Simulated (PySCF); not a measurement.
Two-component Hartree-Fock for Cu¹⁷⁺ (copper, charge +17)

Start: [Ne] 3s2. Calculated with PySCF 2.14 in an uncontracted even-tempered set (19 s from 1.7 bohr⁻², ratio 2.4; 13 p from 2.2 bohr⁻², ratio 2.4; 5 d from 7.9 bohr⁻², ratio 2.6; 4 f from 12 bohr⁻², ratio 2.6): generalised Hartree-Fock with the X2C-1e Hamiltonian and a Gaussian nucleus; one run each with spin-orbit coupling (SO) switched off, then screened by Boettger's factors.

```
spinor shell  electrons  ε, spin-free (eV)  ε, screened SO (eV)  weight of nominal j (screened SO)  rms radius, screened SO (bohr)
       1s1/2          2            -9692.9              -9692.8                              1.000                          0.0601
       2s1/2          2            -1750.9              -1750.8                              1.000                           0.250
       2p1/2          2            -1593.7              -1608.2                              1.000                           0.222
       3s1/2          2            -628.78              -628.78                              1.000                           0.632
```

Q: Where does 2p3/2 lie, and what is the 2p spin-orbit splitting (screened SO)?

A: At -1586.7 eV, 21.510 eV above 2p1/2.

| quantity | spin-free | screened SO |
| --- | --- | --- |
| E (hartree) | -1504.67068 | -1504.70864 |
| M_J | 0 | 0 |
| ⟨J²⟩ | 0.000 | 0.000 |
| ⟨L²⟩ | 0.000 | 0.001 |
| ⟨S²⟩ | 0.000 | 0.001 |

Without spin-orbit coupling the j labels of p, d and f shells carry no meaning; the spin-free column gives the mean over the occupied spinors of each nl shell.
